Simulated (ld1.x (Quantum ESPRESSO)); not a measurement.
scandium, PAW: configuration errors across variants

ld1.x (Quantum ESPRESSO) 7.5 input, shortened:

```
&input
   title='Sc', zed=21., rel=1, dft='PBE', iswitch=3,
   config='[Ar] 3d1 4s1.75 4p0.25'
 /
 &inputp
   pseudotype=3, lpaw=.true., tm=.true., lloc=-1, rcloc=2.25,
   nlcc=.true., new_core_ps=.true.,
   which_augfun='PSQ', rmatch_augfun_nc=.true.
 /
6
4S  1  0   1.75   0.00  2.90  3.15  0.0
4S  1  0   0.00   0.05  2.90  3.15  0.0
4P  2  1   0.25   0.00  3.05  3.30  0.0
4P  2  1   0.00   2.50  3.05  3.30  0.0
3D  3  2   1.00   0.00  1.50  2.10  0.0
3D  3  2   0.00   0.50  1.50  2.10  0.0
 &test
   configts(1)='3d1 4s1.75 4p0.25'
 /
```

All-electron excitation energies from the reference (eV): (1) 3d1 4s2 4p0 -0.683; (2) 3d1 4s1 4p0 6.214; (3) 3d1 4s0 4p0 18.982; (4) 3d1 4s1 4p1 2.096; (5) 3d1 4s0 4p1 9.644; (6) 3d0 4s2 4p0 7.699; (7) 3d1 4s0 4p2 4.991.

5 further variants failed, have other tests or another functional or relativity, and are left out.

A true bound ghost makes a file unfit for plane-wave use even where its test errors are small: the radial tests pick states by their node count and pass the ghost by.

Errors AE − PS in meV (a dash: test not solved or not reliable):

| change | (1) | (2) | (3) | (4) | (5) | (6) | (7) | bound ghosts |
| --- | --- | --- | --- | --- | --- | --- | --- | --- |
| base | 0.0 | -1.8 | -22 | -0.7 | -4.7 | -187 | -3.6 | none |
| type TM; waves now 4s (bound): rc 3.15 bohr; 4p (bound): rc 3.30 bohr; 3d (bound): rc 2.10 bohr; local potential the d channel | -0.1 | -1.7 | -26 | -1.7 | -10 | -249 | -11 | s, p |
| waves 3d (bound): rcut 1.50, rcutus 2.12 bohr; 3d channel at 0.5 Ry: rcut 1.50, rcutus 2.12 bohr | 0.0 | -1.8 | -22 | -0.7 | -4.7 | -187 | -3.6 | none |
| local potential all-electron potential smoothed inside 2.70 bohr (lloc = -2) | 0.0 | -1.8 | -22 | -0.7 | -4.9 | -343 | -3.6 | none |
| augmentation BESSEL, radius 1.40 bohr | 0.0 | -1.7 | -21 | -0.7 | -4.5 | – | – | none |
| wave 4p channel at 2.5 Ry: rcut 3.05, rcutus 3.30 bohr becomes 4p channel at 7.56 Ry: rcut 3.05, rcutus 3.30 bohr | 0.0 | -1.8 | -22 | -0.6 | +1.9 | -187 | -1.8 | none |
| waves 4p (bound): rcut 3.05, rcutus 3.56 bohr; 4p channel at 2.5 Ry: rcut 3.05, rcutus 3.56 bohr | 0.0 | -1.8 | -22 | -0.7 | -4.4 | -187 | -3.5 | none |

Problem. Give the same row for: local potential all-electron potential smoothed inside 2.20 bohr (lloc = -1).

Solution. 0.0, -1.8, -22, -0.7, -4.7, -161, -3.6; bound ghosts: none.
